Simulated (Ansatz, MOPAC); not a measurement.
Molecule: InBr2, charge 0, multiplicity 2. SMILES: [Br][In][Br]

Atoms: In1, Br2, Br3. Bonds: In1-Br2, In1-Br3.

Bond lengths (Å) and angles (degrees) optimised at PM3 with MOPAC; PM6 with MOPAC; MNDO with MOPAC; HF/STO-3G with Ansatz (an electronic-structure program); HF/3-21G with Ansatz; MP2/LANL2DZ with Ansatz, each started from the B3LYP-D3(BJ)/def2-TZVP structure (Ansatz) of the last column. A row stands for all coordinates that are equal there. No wavenumbers were computed at MNDO, HF/STO-3G, MP2/LANL2DZ, so these may be saddle points.

| coordinate | PM3 | PM6 | MNDO | HF/STO-3G | HF/3-21G | MP2/LANL2DZ | B3LYP-D3(BJ)/def2-TZVP |
|---|---|---|---|---|---|---|---|
| In1-Br2 | 2.149 | 2.504 | 2.496 | 2.392 | 2.559 | 2.568 | 2.542 |
| Br2-In1-Br3 | 118.1 | 113.4 | 180.0 | 113.0 | 117.3 | 118.8 | 121.3 |

Mean signed difference of all 2 bond lengths from B3LYP-D3(BJ)/def2-TZVP: PM3 -0.394 Å, PM6 -0.038 Å, MNDO -0.047 Å, HF/STO-3G -0.151 Å, HF/3-21G 0.016 Å, MP2/LANL2DZ 0.026 Å.
